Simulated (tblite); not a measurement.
Compound: C8H16P (charge +1).
SMILES: `C1CC2CC[P+]1(CC2)C`

Level: GFN2-xTB in tblite, geometry and Hessian alike; calculated harmonic values, unscaled, isolated species. Against measured fundamentals such values can be off by several per cent, at times by over 20.

Harmonic wavenumbers (cm⁻¹): 130.3, 140.4, 163.9, 165.0, 228.0, 229.6, 303.6, 304.4, 362.1, 439.8, 440.3, 640.3, 688.1, 764.9, 765.7, 784.3, 784.9, 807.4, 821.7, 844.7, 894.7, 895.1, 898.9, 928.9, 929.4, 977.8, 978.7, 1054.6, 1070.1, 1078.3, 1078.7, 1143.5, 1143.9, 1182.8, 1183.2, 1184.6, 1228.8, 1238.3, 1238.6, 1300.0, 1300.0, 1308.9, 1333.8, 1334.0, 1341.5, 1390.0, 1390.3, 1415.8, 1416.0, 1420.4, 1480.7, 1481.0, 1493.2, 2949.3, 2952.8, 2954.5, 2967.9, 2970.6, 2971.8, 2972.4, 2992.9, 2997.4, 2997.9, 2998.4, 3000.9, 3002.1, 3012.8, 3013.7, 3015.3.

A = 2110, B = 1280, C = 1279 MHz; mass 143.099 u (most abundant isotopes); point group C3, symmetry number 3.

Task: Zero-point energy?

Result: Half the sum of the wavenumbers: 48657 cm⁻¹ = 139.12 kcal/mol.

Task: Give the ideal-gas entropy at 298.15 K and 1 bar in the rigid-rotor, harmonic-oscillator model (classical rotation).

Result: Translation 40.81, rotation 26.74, vibration 24.04: S = 91.6 cal/(mol K).

Task: And Cp and H(298.15 K) − H(0)?

Result: Cp = 40.95 cal/(mol K), of which vibrations give 33.00 (their classical limit is 69 R = 137.1); H(298.15 K) − H(0) = 6.67 kcal/mol without the zero-point energy, 4.30 from vibrations.

Task: Blend soft modes into free rotors: weight 1/[1 + (100 cm⁻¹/ν̃)⁴] for the oscillator and the rest for a rotor with moment μB/(μ + B), μ = h/(8π²ν), B = 10⁻⁴⁴ kg m². What vibrational entropy results?

Result: 23.88 cal/(mol K) in place of 24.04, which changes −T·S at 298.15 K by +0.05 kcal/mol.

Task: What must be added to the electronic energy to get the Gibbs energy at 298.15 K and 1 bar?

Result: ZPE + [H(298.15 K) − H(0)] − T·S = 139.12 + 6.67 − 27.31 = 118.48 kcal/mol.

Task: Which modes carry the vibrational entropy at 298.15 K?

Result: 130.3 cm⁻¹: 2.94; 140.4 cm⁻¹: 2.80; 163.9 cm⁻¹: 2.50; 165.0 cm⁻¹: 2.49; 228.0 cm⁻¹: 1.89; 229.6 cm⁻¹: 1.88 cal/(mol K); the other 63 give 9.52 together.

Hindered rotation and anharmonicity are outside this model. The structure is chiral; the term R ln 2 for an equal mix with its mirror image is left out.

Time: 1.2 s wall. Hardware: one thread, Arm Neoverse V1 (aarch64), shared host with 32 logical CPUs at a one-minute load of 15. This covers the Hessian and the dipole derivatives.
